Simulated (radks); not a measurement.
Values are calculated unless marked as measured or tabulated.
Lu III, configuration [Xe] 4f14 5d0.5 6p0.5 (fractional occupations, a model configuration). Level of theory: scalar-relativistic Kohn-Sham, SCAN, spin-polarised, spherical densities, finite nucleus; open shells are filled with parallel spins first (spin-orbit coupling, left out, can overturn this in heavy ions); meta-GGA in the generalised Kohn-Sham scheme; Fermi nuclear charge, rms radius 5.37 fm (a radial shooting solver on a logarithmic mesh with Libxc functionals).

Normalised radial functions P(r) = r R(r), r in bohr:

```
   r/bohr * 5d up, o 6p up (the largest magnitude, 0.715, reaches the edge; | marks zero, & curves that meet)
 0.003872                             &
 0.004507                             &
 0.005289                             &
 0.006158                             &
 0.007168                             &
 0.008412                             *o
 0.009793                             *o
  0.01149                             *o
  0.01338                             *o
  0.01558                             *o
  0.01828                             * o
  0.02128                             * o
  0.02477                             |*o
  0.02907                             |* o
  0.03384                             |* o
   0.0394                             | *o
  0.04623                             | *o
  0.05382                             |  &
  0.06316                             | o *
  0.07353                             |o   *
   0.0856                             o     *
   0.1005                           o |      *
   0.1169                          o  |      *
   0.1361                         o   |      *
   0.1598                         o   |     *
    0.186                          o  |   *
   0.2183                           o |*
   0.2541                          *  |o
   0.2958                      *      |   o
   0.3471                   *         |     o
   0.4041                  *          |     o
   0.4704                   *         |    o
   0.5521                      *      | o
   0.6427                           & |
   0.7482                       o     |   *
    0.878                   o         |          *
    1.022                  o          |                *
      1.2                   o         |                     *
    1.396                       o     |                        *
    1.626                            o|                          *
    1.908                             |     o                    *
    2.221                             |           o            *
    2.586                             |                o   *
    3.034                             |                *   o
    3.532                             |            *        o
    4.112                             |        *           o
    4.826                             |     *          o
    5.618                             |  *        o
    6.592                             |*     o
    7.675                             |*  o
    8.934                             * o
    10.48                             *o
    12.21                             &
```

5d up: eigenvalue -16.609 eV, 2 radial nodes at r = 0.224, 0.683 bohr, <r> = 2.21 bohr, 90 % of the charge inside 3.46 bohr. 6p up: eigenvalue -12.344 eV, 4 radial nodes at r = 0.0831, 0.242, 0.598, 1.67 bohr, <r> = 3.86 bohr, 90 % of the charge inside 5.52 bohr.
